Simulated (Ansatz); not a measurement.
Ti(OH)2Cl2 (TiCl₂O₂H₂). Charge 0, multiplicity 3. Geometry r2SCAN-D4/def2-SVP, that of the neutral singlet; atoms count from 1.

```xyz
7

Ti   -0.094   -0.207    0.304
O    -0.176   -0.074   -1.445
H    -0.530   -0.527   -2.220
O     0.796    1.182    0.930
H     1.205    1.935    0.482
Cl    0.943   -2.080    0.832
Cl   -2.144   -0.231    1.116
```

At PBE0-D4/def2-TZVP a singlet of charge 0 lies 4.30 eV below the triplet at the same geometry.

Question: Estimate the Mulliken populations from the PBE0/def2-TZVP orbitals of Ansatz.

Answer: 
```json
{"atom": "Ti1", "charge (e)": "1.15", "spin (α − β)": "0.87", "d electrons": "2.38"}
{"atom": "O2", "charge (e)": "-0.68", "spin (α − β)": "0.07", "d electrons": "–"}
{"atom": "H3", "charge (e)": "0.32", "spin (α − β)": "0.01", "d electrons": "–"}
{"atom": "O4", "charge (e)": "-0.69", "spin (α − β)": "0.08", "d electrons": "–"}
{"atom": "H5", "charge (e)": "0.33", "spin (α − β)": "0.00", "d electrons": "–"}
{"atom": "Cl6", "charge (e)": "-0.22", "spin (α − β)": "0.48", "d electrons": "–"}
{"atom": "Cl7", "charge (e)": "-0.22", "spin (α − β)": "0.48", "d electrons": "–"}
```
Mulliken values and Mayer orders depend strongly on the basis.

Question: Where does the spin sit?

Answer: Summed by element: Ti 0.87, O 0.15, H 0.01, Cl 0.97, of 2 unpaired in all. Largest on single atoms: Ti1 0.87, Cl6 0.48, Cl7 0.48.

Question: And the Mayer bond orders between bonded heavy atoms (over 0.3)?

Answer: Ti1–O2 0.99 (1.76 Å); Ti1–O4 0.98 (1.77 Å); Ti1–Cl6 0.66 (2.21 Å); Ti1–Cl7 0.66 (2.21 Å). Values over 0.3 also appear between atoms too far apart for a bond (Cl6–Cl7 0.30 at 3.61 Å); they arise where an orbital or an unpaired electron spreads over both atoms.
